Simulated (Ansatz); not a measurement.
Basis sets compared for Si7PH16⁺, a doped cluster cut from the lattice of silicon (P on a surface site). The state is a singlet with charge 1. Geometry PBE0-D4/def2-SVP. Ansatz on 4 threads of AMD EPYC 7571 on a shared host; times are rough, and most runs start from earlier orbitals.

```xyz
24

Si   -1.9760    0.7704   -1.3777
Si    1.8117   -1.2872   -1.1223
Si   -0.8882   -1.5550    1.7866
Si    1.1447    2.0971    0.7008
P    -2.4720   -0.6739    0.3550
Si    0.8642   -2.5785    0.5971
Si   -0.7260    2.6149   -0.6234
Si    2.7244    0.7442   -0.3847
H    -3.3566    1.1041   -1.8336
H    -1.3135   -0.1536   -2.3375
H     2.8704   -2.1460   -1.7360
H     0.7382   -1.0417   -2.1350
H    -1.7436   -2.4998    2.5617
H    -0.5475   -0.3602    2.6053
H     0.6391    1.4236    1.9374
H     1.7498    3.4114    1.0771
H    -3.1927   -1.7605   -0.1988
H    -3.4614   -0.0517    1.1554
H     0.2628   -3.8392    0.0647
H     1.8519   -2.8926    1.6736
H    -0.3426    3.2948   -1.8976
H    -1.7134    3.4474    0.1291
H     3.2471    1.4812   -1.5742
H     3.8291    0.4509    0.5770
```

```json
{"level": "PBE-D4/def2-SVP", "functions": "224", "energy (Eh)": "-2375.2456", "HOMO (eV)": "-10.28", "LUMO (eV)": "-5.70", "wall time": "11 s"}
{"level": "PBE0-D4/def2-SVP", "functions": "224", "energy (Eh)": "-2375.4946", "HOMO (eV)": "-11.35", "LUMO (eV)": "-4.90", "wall time": "19 s"}
```

**Question.** Estimate the rows for PBE-D4/def2-TZVP, PBE0-D4/def2-TZVP (with forces).

**Answer.** 
```csv
level,functions,energy (Eh),HOMO (eV),LUMO (eV),wall time
PBE-D4/def2-TZVP,392,-2376.0753,-10.23,-5.74,21 s
PBE0-D4/def2-TZVP (with forces),392,-2376.3170,-11.25,-4.92,86 s
```
